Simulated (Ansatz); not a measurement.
Geometry optimisation, RKS BHLYP-D4/6-31G* in Ansatz 0.2.0.

Input:

```yaml
crystal:
  periodic: [false, false, false]
  atoms:
    - { symbol: B, position_ang: [0.041524, 0.490888, -0.224626] }
    - { symbol: F, position_ang: [-0.092193, -0.399557, 2.131835] }
    - { symbol: F, position_ang: [1.199776, -0.007358, -0.60992] }
    - { symbol: H, position_ang: [-0.974421, -0.040926, -0.496707] }
    - { symbol: O, position_ang: [0.019342, 1.711895, 0.415035] }
    - { symbol: H, position_ang: [0.905605, 2.066595, 0.512403] }
    - { symbol: H, position_ang: [-0.386632, 0.475063, 2.195379] }
basis:
  gaussian: { orbitals: "6-31G*" }
hamiltonian:
  xc: { name: BHLYP }
  dispersion: d4
relax:
  f_tol: 0.03
  max_steps: 50
```

Command:

```bash
$ ansatz run input.yaml --threads 1 --pin off --max-ram 2048MiB --backend cpu --events-out ev --progress --plain --runs-dir out
```

Question: Where does it end, and by what steps?

Answer: It converged. The force dipped under the threshold on the way, but the program's further checks kept it going. After 11 steps the energy has fallen by 0.053 eV; F3 moved furthest, 0.43 Å.

| step | energy less start (eV) | largest force component (eV/Å) | accepted |
| --- | --- | --- | --- |
| 0 | 0.0000 | 0.916 | yes |
| 1 | -0.0211 | 0.867 | yes |
| 2 | -0.0331 | 0.695 | yes |
| 3 | -0.0430 | 0.440 | yes |
| 4 | -0.0354 | 0.490 | no |
| 5 | -0.0483 | 0.108 | yes |
| 6 | -0.0495 | 0.046 | yes |
| 7 | -0.0515 | 0.016 | yes |
| 8 | -0.0523 | 0.107 | yes |
| 9 | -0.0527 | 0.060 | yes |
| 10 | -0.0528 | 0.050 | yes |
| 11 | -0.0530 | 0.015 | yes |

```xyz
7
Properties=species:S:1:pos:R:3
B 0.076 0.483 -0.326
F -0.277 -0.272 2.493
F 1.184 0.206 -0.982
H -0.910 -0.136 -0.508
O 0.071 1.511 0.557
H 0.922 1.951 0.616
H -0.352 0.554 2.073
```

Whether the end is a true minimum wasn't checked by a vibrational analysis.

Time of the run: 9.7 s on 1 thread of AMD EPYC 9R45 96-Core Processor (Zen 5) (shared host), peak memory 0.15 GiB.
